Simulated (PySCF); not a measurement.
**Which determinant of BrF lies lowest?**

Unrestricted PBE0; PySCF, no relativity, basis sets Br def2-SVP, F def2-SVP. Outer shells of the fragments: Br 3d10 4s2 4p5; F 2s2 2p5.

Followed along the bond (rough minima from three points):

```tsv
2Ms+1	unpaired	⟨S²⟩ at the start	R at minimum (Å)	Te (eV)
1	none	0.00	1.78	0.00
3	σ ↑, π ↑	2.00	none in the scan	≤ 2.12
```

Solutions found at the starting distance of 1.730 Å, counted from the lowest of them; the search is not exhaustive and high or unbound solutions are not listed, so other states can lie among these:

| 2Ms+1 | unpaired | term | E (eV) | ⟨S²⟩ | ⟨Lz²⟩ | μ (D) |
| --- | --- | --- | --- | --- | --- | --- |
| 1 | none | ¹Σ⁺ | 0.00 | 0.00 | 0.00 | -1.47 |
| 3 | σ ↑, π ↑ | ³Π | 2.82 | 2.00 | 1.00 | -1.30 |
| 1 | σ ↑, π ↓ | mixed | 3.20 | 1.00 | 1.00 | -1.26 |
| 3 | π ↑↑ | ³Σ⁻ | 6.97 | 2.00 | 0.00 | -0.84 |
| 3 | σ ↑↑ | ³Σ⁺ | 7.59 | 2.00 | 0.00 | 0.78 |

A term symbol is given only where ⟨S²⟩ and ⟨Lz²⟩ are close to those of a pure state; real π, δ and φ orbitals otherwise mix terms. A positive dipole means Br(−)F(+).

Counting both spins, an empty level lies below a filled one in some of these solutions, because spin and occupation are held.
